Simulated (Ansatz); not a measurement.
A structure relaxed at r2SCAN-D4/def2-TZVPD in Ansatz, charge -1, singlet:

```xyz
5

Pt    0.555   -1.116   -1.396
Pt   -0.085    0.522    0.388
H    -0.922    1.807    0.601
H    -0.085   -2.485   -1.181
H     0.537    1.273    1.589
```

(1) Give its formula and point group.

(2) Summarise the bond lengths by kind (pairs closer than 1.2 times the sum of covalent radii, bridged metal pairs left out).

## Answers

(1) Pt₂H₃⁻. Point group Cs (tolerance 0.1 Å).

(2) 1 × Pt–Pt 2.51 Å; 3 × H–Pt 1.53 to 1.55 Å.

In the def2 sets Pt takes a core potential; there is no spin–orbit coupling. The structure comes from a short search, and lower isomers may exist.
